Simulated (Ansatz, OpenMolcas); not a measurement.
# How basis sets differ on Si2H3F3 (SMILES F[Si](F)(F)[SiH3])

Si2H3F3 has 8 atoms, charge 0, and is taken as a singlet. SMILES: `F[Si](F)(F)[SiH3]`. The shape is that of a PBE0-D4/def2-TZVP optimisation.

Quantity: the HOMO–LUMO gap, in eV. The values are calculated.

| level | kind | program | value (eV) |
| --- | --- | --- | --- |
| HF/ANO-RCC-MB (DKH2) | Hartree–Fock | OpenMolcas | 17.12 |
| HF/STO-3G | Hartree–Fock | Ansatz | 18.88 |
| HF/3-21G | Hartree–Fock | OpenMolcas | 15.92 |
| HF/ANO-L-VDZP (RICD fitting) | Hartree–Fock | OpenMolcas | 15.31 |
| HF/cc-pVDZ | Hartree–Fock | OpenMolcas | 15.79 |
| HF/def2-SVP | Hartree–Fock | Ansatz | 15.90 |

The values span 15.31 to 18.88 eV. A Hartree–Fock LUMO above zero doesn't converge with the basis: it sinks as sets grow more diffuse. Orbital gaps aren't excitation energies.
